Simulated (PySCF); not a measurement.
Te(Cl)(NMe2) (C₂H₆ClNTe), SMILES CN(C)[Te]Cl.

Geometry optimised at PBE0-D3(BJ)/def2-SVP. The structure was generated by enumeration, and PubChem lists no compound with its InChIKey, so it may never have been made. The def2 effective core potentials stand for the cores of Te; spin–orbit coupling is left out. Other conformers were not sampled.

Method: TDDFT-PBE/def2-SVPD run with PySCF.

Vertical excitations. Isolated molecule, no solvent. State labels are in the subgroup Cs.

```csv
state,symmetry,energy (eV),λ (nm),f,main pairs
S1,A",2.52,491,0.001,HOMO→LUMO 100 %
S2,A",3.62,343,0.000,HOMO→LUMO+1 99 %
S3,A',3.76,330,0.061,HOMO−1→LUMO 92 %
S4,A',4.47,277,0.033,HOMO−1→LUMO+1 93 %
S5,A',4.69,264,0.013,HOMO−2→LUMO 96 %
S6,A",4.90,253,0.000,HOMO−3→LUMO 97 %
S7,A",4.95,251,0.042,HOMO→LUMO+2 97 %
S8,A",5.63,220,0.027,HOMO→LUMO+3 96 %
S9,A',5.72,217,0.023,"HOMO→LUMO+4 55 %, HOMO−2→LUMO+1 39 %"
S10,A',5.73,216,0.022,"HOMO−2→LUMO+1 45 %, HOMO→LUMO+4 43 %, HOMO−4→LUMO 8 %"
T1,A",1.92,645,0,HOMO→LUMO 100 %
T2,A',2.84,437,0,HOMO−1→LUMO 100 %
T3,A",2.98,416,0,HOMO→LUMO+1 100 %
T4,A',3.95,314,0,HOMO−1→LUMO+1 96 %
```
Triplets are in the Tamm–Dancoff approximation, which puts them higher than full response would, so one can lie above its singlet here.
